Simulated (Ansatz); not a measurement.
Input and output for `O[Si@H]1S[C@H]1F`.

```yaml
crystal:
  periodic: [false, false, false]
  atoms:
    - {symbol: O, position_ang: [-0.009837, 1.755663, 0.726824]}
    - {symbol: Si, position_ang: [0.695086, 0.412890, 0.137204]}
    - {symbol: S, position_ang: [0.394520, -1.463324, 0.993564]}
    - {symbol: C, position_ang: [-0.342191, -0.910907, -0.622189]}
    - {symbol: F, position_ang: [-1.705592, -0.752971, -0.585957]}
    - {symbol: H, position_ang: [-0.889134, 1.660468, 1.101665]}
    - {symbol: H, position_ang: [2.022523, 0.805240, -0.359677]}
    - {symbol: H, position_ang: [-0.073176, -1.564158, -1.447234]}
basis:
  gaussian: {orbitals: def2-mTZVP}
hamiltonian: {xc: {name: PBE-QIDH}}
output: {forces: true}
```

```sh
$ ansatz run in.yaml --threads 2 --pin off --events-out ev --progress --plain --max-ram 4352MiB
```

It prints (some lines left out):

```
Functional definition: PBE-QIDH
1016 factors; integrals over basis functions are off by at most 1.0e-3 eV
mean field evaluation 1: about -24534.6764 eV, gradient 4.3e1 eV
mean field evaluation 2: about -24534.7349 eV, gradient 4.3e1 eV
mean field evaluation 4: about -24537.9153 eV, gradient 3.3e0 eV
mean field evaluation 8: about -24537.9481 eV, gradient 1.1e-1 eV
mean field evaluation 16: about -24537.9481 eV, gradient 9.5e-5 eV
mean field -24537.94812403 eV, -901.7529611395 hartree, gradient 8.9e-6 eV, S^2 0.000000; 0 other end points of the search recorded, 0 dependent functions left out
13 core orbitals not correlated: weight in the atoms' cores, before any rotation towards them, 1.000 or more for the frozen orbitals, at most 0.000 for the correlated occupied ones
reference -24537.94813486 eV, -901.7529615376 hartree; 15, 15 occupied and 87, 87 virtual orbitals, 1016 factors
second order -22.99437274 eV of doubles, -0.00000000 eV of singles
Total energy: -24545.61292577 eV, -902.0346374082 hartree
Atom 0 at    -0.009837     1.755663     0.726824 Å, force    -0.007607     0.014238    -0.003838 eV/Å
Atom 1 at     0.695086     0.412890     0.137204 Å, force     0.104600     0.064490    -0.085178 eV/Å
Atom 2 at     0.394520    -1.463324     0.993564 Å, force     0.019463    -0.070378     0.064240 eV/Å
Atom 3 at    -0.342191    -0.910907    -0.622189 Å, force     0.102333    -0.116555    -0.133236 eV/Å
Atom 4 at    -1.705592    -0.752971    -0.585957 Å, force     0.000940     0.009754    -0.020498 eV/Å
Atom 5 at    -0.889134     1.660468     1.101665 Å, force    -0.023428     0.007515     0.008461 eV/Å
Atom 6 at     2.022523     0.805240    -0.359677 Å, force    -0.113942    -0.057850     0.034136 eV/Å
Atom 7 at    -0.073176    -1.564158    -1.447234 Å, force    -0.082358     0.148786     0.135913 eV/Å
Dipole moment:     0.164136     0.165915    -0.128797 e Å
```

It took 8 s on 2 threads of an Arm Neoverse V1 on a shared host, with 0.41 GiB of host memory at the peak.
